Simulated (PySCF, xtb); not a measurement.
C₂H₅OS, SMILES CS(=O)[CH2], multiplicity 2.

Harmonic wavenumbers (cm⁻¹) from xtb with GFN2-xTB at its own minimum, in rising order: 141, 224, 258, 312, 385, 569, 652, 762, 839, 861, 878, 1137, 1257, 1329, 1426, 1438, 3059, 3076, 3087, 3104, 3161.

### Question
What does B3LYP-D3(BJ)/def2-SVP (PySCF) give at its own minimum? (Estimate from the structure and the level; the computed values follow.)

### Answer
193, 208, 269, 314, 347, 536, 617, 695, 857, 928, 949, 1120, 1285, 1346, 1420, 1438, 3046, 3129, 3171, 3180, 3272. Paired by order, the mean absolute difference is 39 cm⁻¹ and the zero-point energies are 40.0 and 40.5 kcal/mol.
